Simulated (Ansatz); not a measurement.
This geometry of BCl3H2O + H2O (10 atoms, charge 0, multiplicity 1) is a first-order saddle point.

The calculation used RKS CAM-B3LYP-D4/def2-SVP in Ansatz.

```xyz
10
Properties=species:S:1:pos:R:3
B 0.359 -1.040 -0.363
Cl 1.780 0.605 0.316
Cl 1.398 -2.110 -1.339
Cl -0.248 -1.657 1.223
H -1.012 0.992 0.030
O -0.595 -0.278 -1.038
H 0.458 1.271 0.721
O -0.751 1.495 0.851
H -0.379 -0.171 -1.974
H -1.010 0.893 1.572
```

(1) Which two structures does it join? (They come from a converged band through this point; their orientation in space is the band's.)

(2) How far does it lie above each of them?

## Answers

(1) Bonds broken: B1–Cl2, H5–O6, H7–O8. Bonds formed: Cl2–H7, H5–O8. BCl3H2O + H2O becomes BCl2HO + ClH + H2O.

Initial state:

```xyz
10
Properties=species:S:1:pos:R:3
B 0.589 -0.980 -0.256
Cl 1.934 0.259 0.090
Cl 1.104 -2.264 -1.416
Cl -0.166 -1.591 1.302
H -0.796 0.613 -0.313
O -0.549 -0.182 -0.946
H 0.080 1.681 0.968
O -0.871 1.501 0.853
H -0.271 0.127 -1.823
H -1.054 0.836 1.541
```

Final state:

```xyz
10
Properties=species:S:1:pos:R:3
B 0.111 -1.372 -0.499
Cl 2.020 1.118 0.372
Cl 1.359 -2.288 -1.319
Cl -0.385 -1.796 1.133
H -1.122 1.042 0.133
O -0.566 -0.387 -1.122
H 0.775 1.435 0.713
O -0.893 1.531 0.942
H -0.218 -0.177 -2.000
H -1.081 0.895 1.647
```

(2) 37.4 kJ/mol above the first and 27.1 kJ/mol above the second. This is the barrier of this one path; another mechanism may lie lower. The orbitals stay closed-shell, which can raise the energy where a bond breaks towards radicals; this wasn't checked here.

Run time: 4.3 min on 4 threads of Arm Neoverse N1, on a shared host, peak memory 0.36 GiB.
